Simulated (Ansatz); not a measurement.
`[CH3][AlH][CH2]Br` + `O[SiH3]` → `[CH3][AlH][O][SiH3]` + `CBr`  (ligand exchange at the Al–C bond)

Program: Ansatz. Geometries: PBE0-D4/def2-TZVP. ΔE: electronic, gas phase. CBS: MP2 limit from def2 TZ/QZ plus the TZ coupled-cluster correction, frozen cores. Functionals use def2-TZVPP. B3LYP here is the variant with VWN-RPA as its local correlation; programs differ in this. For Br outer-core shells are correlated without core-valence functions, which leaves a few kJ/mol of doubt a bond. Scalar relativity is left out up to krypton. One conformer a species, not always the lowest.

Q: Is it downhill or uphill in electronic energy at CCSD(T)/CBS, and by how much? (An estimate is asked.)

A: The calculation gave: Downhill: ΔE = -40.1 kcal/mol.

Q: What do these levels give: PBE0-D4, B2PLYP, PBE, r2SCAN, B3LYP, MP2/def2-TZVPP, SCS-MP2/def2-TZVPP, CCSD/def2-TZVPP, CCSD(T)/def2-TZVPP, HF/def2-QZVPP, MP2/def2-QZVPP, SCS-MP2/def2-QZVPP? (Estimate.)

A: Ansatz gave: PBE0-D4 -38.7, B2PLYP -42.0, PBE -37.9, r2SCAN -40.6, B3LYP -41.9, MP2/def2-TZVPP -41.2, SCS-MP2/def2-TZVPP -42.1, CCSD/def2-TZVPP -41.5, CCSD(T)/def2-TZVPP -40.8, HF/def2-QZVPP -45.8, MP2/def2-QZVPP -40.9, SCS-MP2/def2-QZVPP -41.9 kcal/mol.

Largest T1 diagnostic among the species: 0.011.

From PBE to PBE0 (25 % exact exchange), in def2-TZVPP and without D4, ΔE moves by −1.1 kcal/mol. In def2-TZVPP, CCSD(T) changes the Hartree–Fock value by +4.5 kcal/mol (the triples alone add +0.7 kcal/mol) and MP2 by +4.2 kcal/mol.
